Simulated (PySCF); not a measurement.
A calculated (M06, PySCF 2.14, x2c-TZVPPall, scalar relativity by spin-free X2C-1e) atom or ion has these occupied shells.

```json
{"shell": "1s β", "electrons": "1", "orbital energy (eV)": "-18857.8", "rms radius, mean of both spins (bohr)": "0.0415"}
{"shell": "1s α", "electrons": "1", "orbital energy (eV)": "-18857.8", "rms radius, mean of both spins (bohr)": "0.0415"}
{"shell": "2s α", "electrons": "1", "orbital energy (eV)": "-2665.0", "rms radius, mean of both spins (bohr)": "0.171"}
{"shell": "2s β", "electrons": "1", "orbital energy (eV)": "-2664.7", "rms radius, mean of both spins (bohr)": "0.171"}
{"shell": "2p α", "electrons": "3", "orbital energy (eV)": "-2377.6", "rms radius, mean of both spins (bohr)": "0.152"}
{"shell": "2p β", "electrons": "3", "orbital energy (eV)": "-2377.4", "rms radius, mean of both spins (bohr)": "0.152"}
{"shell": "3s α", "electrons": "1", "orbital energy (eV)": "-456.60", "rms radius, mean of both spins (bohr)": "0.473"}
{"shell": "3s β", "electrons": "1", "orbital energy (eV)": "-456.38", "rms radius, mean of both spins (bohr)": "0.473"}
{"shell": "3p α", "electrons": "3", "orbital energy (eV)": "-361.50", "rms radius, mean of both spins (bohr)": "0.479"}
{"shell": "3p β", "electrons": "3", "orbital energy (eV)": "-361.25", "rms radius, mean of both spins (bohr)": "0.479"}
{"shell": "3d α", "electrons": "5", "orbital energy (eV)": "-206.58", "rms radius, mean of both spins (bohr)": "0.475"}
{"shell": "3d β", "electrons": "5", "orbital energy (eV)": "-206.15", "rms radius, mean of both spins (bohr)": "0.475"}
{"shell": "4s α", "electrons": "1", "orbital energy (eV)": "-65.269", "rms radius, mean of both spins (bohr)": "1.23"}
{"shell": "4s β", "electrons": "1", "orbital energy (eV)": "-63.725", "rms radius, mean of both spins (bohr)": "1.23"}
{"shell": "4p α", "electrons": "3", "orbital energy (eV)": "-39.996", "rms radius, mean of both spins (bohr)": "1.39"}
{"shell": "4p β", "electrons": "3", "orbital energy (eV)": "-38.011", "rms radius, mean of both spins (bohr)": "1.39"}
{"shell": "4d α", "electrons": "3", "orbital energy (eV)": "-6.442", "rms radius, mean of both spins (bohr)": "2.20"}
{"shell": "5s α", "electrons": "1", "orbital energy (eV)": "-5.250", "rms radius, mean of both spins (bohr)": "3.81"}
{"shell": "5s β", "electrons": "1", "orbital energy (eV)": "-5.049", "rms radius, mean of both spins (bohr)": "3.81"}
```

Name the element and its charge.

Nb (niobium, neutral), in [Kr] 4d3 5s2, high-spin 4F determinant (an excited configuration).
